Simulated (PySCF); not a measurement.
A structure optimised at PBE-D3(BJ)/def2-SVP, used in a PySCF frequency run:

```
W
S 1 2.1592
Cl 1 2.2831 2 93.90
Cl 1 2.2831 2 93.90 3 -120.00
Cl 1 2.2831 2 93.90 3 120.00
Cl 1 2.4016 3 86.10 2 -180.00
```
Charge 0, spin multiplicity 1.

Q: Write its SMILES, formula and point group.

A: [S]=[W]([Cl])([Cl])([Cl])[Cl], Cl4SW, C3v

Q: What are its rotational constants (standard atomic weights)?

A: 0.91591, 0.80290, 0.80290 GHz
